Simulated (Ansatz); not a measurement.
Computed with Ansatz on PBE0-D4/def2-TZVP structures; ΔE is electronic, products minus reactants. CCSD(T)/CBS adds triple-zeta CCSD(T) − MP2 to the extrapolated MP2 energy (def2 sets, frozen cores). This one scheme is used for every species. DFT in def2-TZVPP. One conformer a species, not always the lowest.

Reaction (formal exchange of groups at a C–B bond): `BBCC` + `[SiH2]` → `CC[SiH]` + `BB`

```
             level  ΔE (kJ/mol)
        r2SCANh-D4          4.1
              PBE0          5.5
RPA@PBE/def2-TZVPP         10.7
   CCSD/def2-TZVPP          9.0
```

What does CCSD(T)/CBS give? (Best estimate.)

Ansatz gave: +5.4 kJ/mol. The listed levels differ from it by -1.3, 0.1, 5.3, 3.6 kJ/mol.

What do rigid-rotor, harmonic-oscillator terms from PBE0-D4/def2-TZVP frequencies (298.15 K, 1 bar) make of the CCSD(T)/CBS value? (Estimate.)

Computed: ΔZPE = +3.5 kJ/mol, ΔH = +7.7 kJ/mol, ΔS = -8 J/(mol·K), ΔG = +10.2 kJ/mol. Modes under 50 cm⁻¹ make the entropy rough.

Largest T1 diagnostic among the species: 0.014.

At CCSD(T), def2-SVP lies +9.8 kJ/mol from the extrapolated value and def2-TZVPP +2.3 kJ/mol. Leaving LDA and LC-ωPBE aside and taking each functional with its dispersion term where it has one, the values, not all of them listed here, spread over 7.0 kJ/mol, from revPBE-D4 to B97M-V.
